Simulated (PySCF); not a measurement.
H$_{3}$Ga (SMILES [GaH3]), singlet, geometry from GFN2-xTB (such geometries of metal compounds can be far from the true shape).

Input for PySCF:
```python
from pyscf import gto, scf, dft

mol = gto.M(
    atom='''
Ga    0.00000000   -0.00000000    0.00000000
H     0.66218224   -0.42756453    1.35383279
H    -0.30059287    1.51137788   -0.28202977
H    -0.36158937   -1.08381336   -1.07180302
''',
    basis='def2-sv(p)',
    verbose=4,
)

mf = dft.RKS(mol)
mf.xc = 'm062x'
mf.kernel()
mf.analyze()
```

### Question
Give the total energy at the level M062X/def2-SV(P) run with PySCF.

### Answer
-1926.352490 Ha

### Question
What HOMO-LUMO gap does M062X/def2-SV(P) give?

### Answer
8.47 eV

### Question
What HOMO energy does M062X/def2-SV(P) give?

### Answer
-9.73 eV

### Question
What nuclear repulsion energy does M062X/def2-SV(P) give?

### Answer
31.9998 Eh

### Question
Give the number of basis functions at the level M062X/def2-SV(P).

### Answer
38

### Question
Give the dipole moment at the level M062X/def2-SV(P).

### Answer
0.00 D
